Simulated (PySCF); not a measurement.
# Ruthenium: a sound run and one with changed settings

Sound run: Ru [Kr] 4d7 5s1, Ru⁺ [Kr] 4d7. Computed with PySCF 2.14 in def2-TZVP with the def2 core potential (28 electrons) (6s4p3d1f, 40 functions), with scalar relativity through the core potential. In the sound run the correlated levels freeze 4s2 4p6 outside the core potential. The sound run starts from symmetry-adapted Hartree-Fock orbitals and uses a fine grid where one is needed.

Changed run: initial guess minao, at most 50 SCF cycles.

```tsv
species	method	sound run (hartree)	changed run (hartree)	converged
Ru	UHF	-94.12114	-94.07758	yes
Ru	TPSS	-94.77890	-94.77890	yes
Ru	BP86	-94.89806	-94.89806	yes
Ru	MP2	-94.25701	-94.22091	yes
Ru⁺	UHF	-93.88957	-93.84603	yes
Ru⁺	TPSS	-94.49923	-94.49923	yes
Ru⁺	BP86	-94.60587	-94.60587	yes
Ru⁺	MP2	-94.00377	-93.96704	yes
```

Ionisation energy of Ru:

```csv
method,sound run (eV),changed run (eV)
UHF,6.301,6.301
TPSS,7.610,7.610
BP86,7.951,7.951
MP2,6.891,6.908
SCS-MP2,6.702,6.723
```

The plain start fixes occupations by D2h representation alone, and Ru at UHF, Ru⁺ at UHF landed in another state (other ⟨L²⟩ or ⟨S²⟩). 

For comparison, NIST gives 7.361 eV between the lowest levels.
